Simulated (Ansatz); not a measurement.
Coupled-cluster run, CH₄AlSe, SMILES `[CH3][Al][SeH]` radical.

```yaml
crystal:
  periodic: [false, false, false]
  atoms:
    - {symbol: C, position_ang: [-1.164250, 0.374926, -0.315880]}
    - {symbol: Al, position_ang: [0.169670, -0.590393, 0.757429]}
    - {symbol: Se, position_ang: [2.387243, -0.335758, 0.041059]}
    - {symbol: H, position_ang: [-1.246563, -0.096938, -1.300678]}
    - {symbol: H, position_ang: [-0.841228, 1.409829, -0.466609]}
    - {symbol: H, position_ang: [-2.154531, 0.381735, 0.142597]}
    - {symbol: H, position_ang: [2.910959, -1.211501, 1.096282]}
basis:
  gaussian: {orbitals: def2-SVP}
magnetization: {spin_polarized: true, initial_magnetization: 1}
correlation: {method: ccsd_t}
scf: {omitted_lower_state_checks: [cluster_reference]}
```

```sh
$ ansatz run in.yaml --threads 4 --pin off --events-out ev --progress --plain
```

Output of Ansatz, abridged:

```
Functional definition: HF
821 factors; integrals over basis functions are off by at most 1.4e-3 eV
mean field evaluation 1: about -72967.0296 eV, gradient 1.8e1 eV
mean field evaluation 2: about -72967.0529 eV, gradient 1.8e1 eV
mean field evaluation 4: about -72969.3532 eV, gradient 2.1e0 eV
mean field evaluation 8: about -72969.4449 eV, gradient 1.4e-1 eV
mean field -72969.44561817 eV, -2681.5776660010 hartree, gradient 2.7e-6 eV, S^2 0.754818; 0 other end points of the search recorded, 0 dependent functions left out
15 core orbitals not correlated: weight in the atoms' cores, before any rotation towards them, 1.000 or more for the frozen orbitals, at most 0.000 for the correlated occupied ones
reference -72969.44561817 eV, -2681.5776660010 hartree; 14, 13 occupied and 55, 56 virtual orbitals, 821 factors
second order -11.65971298 eV of doubles, -0.00000000 eV of singles
cycle   1  -12.08085244 eV  change   -4.2e-1 eV  update   7.5e-2
cycle   2  -12.42189140 eV  change   -3.4e-1 eV  update   2.6e-2
cycle   3  -12.46044731 eV  change   -3.9e-2 eV  update   1.2e-2
cycle   4  -12.45540823 eV  change    5.0e-3 eV  update   4.4e-3
cycle   5  -12.45620462 eV  change   -8.0e-4 eV  update   1.8e-3
cycle   6  -12.45531561 eV  change    8.9e-4 eV  update   5.9e-4
cycle   7  -12.45551492 eV  change   -2.0e-4 eV  update   2.1e-4
cycle   8  -12.45556993 eV  change   -5.5e-5 eV  update   7.9e-5
cycle   9  -12.45555061 eV  change    1.9e-5 eV  update   3.1e-5
perturbative correction -0.34603486 eV, -0.0127165464 hartree
Total energy: -72982.24720363 eV, -2682.0481155896 hartree
Checks for a lower state left out: cluster_reference
```

Hardware: 4 threads of a server CPU on a shared host. Wall time 7 s, peak host memory 0.46 GiB.

The correlation energy is -12.802 eV, 2.7 % of it from (T); the T1 diagnostic reads 0.0113.
